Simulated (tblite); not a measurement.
Computed with GFN2-xTB (tblite): harmonic, unscaled wavenumbers at the GFN2-xTB geometry, gas phase. This tight-binding method is rough: wavenumbers can miss measured ones by several per cent, in bad cases by 10 to 20. Modes of hydrogen on silicon can be 10 to 20 % off. One conformer each. Thermal functions are those of the rigid rotor and harmonic oscillator, without mixing of conformers.

Task: Order these by their heat capacity Cp at 298.15 K, highest first (J/(mol K)).
A. `C=C([SiH2]N)N(C)CC(F)F`
B. `CC/C=C\COCC`
C. `C/C=C/COC(C)C`
D. `COC(=O)c1cpcpc1C=O`
E. `C=NC[C@H](C)C(=O)[O-]`

Result: A (205.9), D (190.5), C (164.8), B (158.5), E (136.5).

```csv
SMILES,atoms,mass (u),symmetry number,modes under 300 cm⁻¹,ZPE (kJ/mol),S translation (J/(mol K)),S rotation,S vibration,S,Cp
C=C([SiH2]N)N(C)CC(F)F,22,166.07,1,10,438.3,172.6,127.5,177.9,478.0,205.9
COC(=O)c1cpcpc1C=O,18,199.98,1,11,301.6,174.9,131.4,167.7,474.0,190.5
C/C=C/COC(C)C,22,114.10,1,10,506.9,167.9,121.8,141.5,431.3,164.8
CC/C=C\COCC,22,114.10,1,8,511.2,167.9,120.5,134.5,422.9,158.5
C=NC[C@H](C)C(=O)[O-],16,114.06,1,6,323.7,167.9,119.1,109.0,396.0,136.5
```

Entropies and Cp are for 298.15 K and 1 bar.
